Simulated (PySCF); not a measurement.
# Correlation energy of Be (beryllium, neutral)

[He] 2s2, closed-shell 1S. All numbers are calculated (PySCF 2.14, the spin-free X2C one-electron Hamiltonian (Gaussian nucleus), in dyall-av3z). Frozen: 1s2; 2 electrons correlated; the 10 highest virtual orbitals of each spin left out.

With two correlated electrons CCSD is exact within the correlated space (frozen core and kept virtual orbitals).

```tsv
level	correlation energy (mhartree)
CCSD	-46.00
```

Diagnostics: T1 = 0.022, D1 = 0.0308, largest double amplitude 0.087.

**Question.** Is a single reference adequate?

**Answer.** Mostly. T1 lies below 0.03, but a double amplitude of this size points to a near-degeneracy that CCSD handles and MP2 describes poorly.
